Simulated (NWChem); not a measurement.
System: GeNH₃, singlet; SMILES [NH2][GeH]

```xyz
5

Ge    -0.0436     0.4133     0.0000
H      1.5549     0.5151     0.0000
N     -0.0147    -1.4008     0.0000
H      0.8127    -1.9880     0.0000
H     -0.8698    -1.9472     0.0000
```
Atoms are numbered in this order, from 1.

Computed with NWChem. Low-valent species are run as closed-shell singlets; no triplet was tried in these runs. Coordinates come from a PBE0/def2-SVP optimisation. Ions are spin-unrestricted doublets at the neutral geometry; other ion states weren't tried.

**Question.** Order these by “−ε(HOMO) (eV)”, lowest first: PBE/def2-TZVP; B3LYP/def2-TZVP; LRC-wPBEh/def2-TZVP; Hartree-Fock/def2-TZVP.

**Answer.** PBE/def2-TZVP (5.46), B3LYP/def2-TZVP (6.38), LRC-wPBEh/def2-TZVP (8.36), Hartree-Fock/def2-TZVP (8.96)
